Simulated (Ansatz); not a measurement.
`[CH3][SnH]([F])[SH]` + CH₃SH → `C[S][SnH]([CH3])[F]` + H₂S  (ligand exchange at the Sn–S bond)

Gas-phase electronic energies from Ansatz, PBE0-D4/def2-TZVP geometries. CCSD(T)/CBS is the MP2 limit (def2-TZVPP, def2-QZVPP) plus CCSD(T) − MP2 in def2-TZVPP, frozen cores. This one scheme is used for every species. DFT in def2-TZVPP. B3LYP here is the variant with VWN-RPA as its local correlation; programs differ in this. HSE06 is defined as in plane-wave codes. def2 core potentials past Kr. For Sn outer-core shells are correlated without core-valence functions, which leaves a few kJ/mol of doubt a bond. Each species was taken in one conformer, which may not be the lowest.

| level | ΔE (kJ/mol) | difference from CCSD(T)/CBS |
| --- | --- | --- |
| LDA (SPW92) | 3.1 | 2.0 |
| PBE-D4 | 2.3 | 1.2 |
| revPBE-D4 | 1.0 | -0.1 |
| BLYP-D4 | 0.8 | -0.3 |
| B97M-V | 4.5 | 3.4 |
| PBE0-D4 | 3.3 | 2.2 |
| B3LYP-D4 | 2.0 | 0.9 |
| r2SCANh-D4 | 3.7 | 2.6 |
| r2SCAN0-D4 | 4.1 | 3.0 |
| HSE06-D4 | 3.4 | 2.3 |
| BHLYP-D4 | 2.9 | 1.8 |
| CAM-B3LYP-D4 | 3.5 | 2.4 |
| ωB97X-V | 3.8 | 2.7 |
| ωB97M-V | 3.6 | 2.5 |
| B2PLYP | 5.2 | 4.1 |
| PBE-QIDH | 4.7 | 3.6 |
| PBE | 5.8 | 4.7 |
| revPBE | 7.3 | 6.2 |
| BLYP | 7.4 | 6.3 |
| r2SCAN | 4.5 | 3.4 |
| r2SCANh | 4.9 | 3.8 |
| r2SCAN0 | 5.5 | 4.4 |
| HSE06 | 6.6 | 5.5 |
| BHLYP | 7.9 | 6.8 |
| CAM-B3LYP | 7.0 | 5.9 |
| LC-ωPBE | 6.7 | 5.6 |
| RPA@PBE/def2-TZVPP | 2.2 | 1.1 |
| HF/def2-SVP | 7.3 | 6.2 |
| MP2/def2-SVP | 1.1 | 0.0 |
| CCSD/def2-SVP | 2.4 | 1.3 |
| CCSD(T)/def2-SVP | 1.4 | 0.3 |
| MP2/def2-TZVPP | 1.4 | 0.3 |
| CCSD/def2-TZVPP | 3.7 | 2.6 |
| CCSD(T)/def2-TZVPP | 2.4 | 1.3 |
| HF/def2-QZVPP | 10.2 | 9.1 |
| MP2/def2-QZVPP | 0.7 | -0.4 |
| SCS-MP2/def2-QZVPP | 2.4 | 1.3 |
| HF/CBS(def2) | 10.3 | 9.2 |
| MP2/CBS(def2) | 0.1 | -1.0 |
| CCSD/CBS(def2) | 2.4 | 1.3 |
| CCSD(T)/CBS | 1.1 | 0 |

Q: What do rigid-rotor, harmonic-oscillator terms from PBE0-D4/def2-TZVP frequencies (298.15 K, 1 bar) make of the CCSD(T)/CBS value? (An estimate is asked.)

A: The calculation gave: ΔZPE = -3.0 kJ/mol, ΔH = +0.5 kJ/mol, ΔS = -5 J/(mol·K), ΔG = +1.9 kJ/mol. Modes under 50 cm⁻¹ make the entropy rough.

Largest T1 diagnostic among the species: 0.013.

The D4 term adds −5.5 kJ/mol with B3LYP and −3.3 kJ/mol with PBE0; it sums over pairs of atoms, weighted by their polarisabilities, and B3LYP, whose exchange is more repulsive, gets the larger term. In def2-TZVPP, CCSD(T) changes the Hartree–Fock value by −7.6 kJ/mol (the triples alone add −1.3 kJ/mol) and MP2 by −8.6 kJ/mol. Leaving LDA and LC-ωPBE aside and taking each functional with its dispersion term where it has one, the values spread over 4.4 kJ/mol, from BLYP-D4 to B2PLYP.
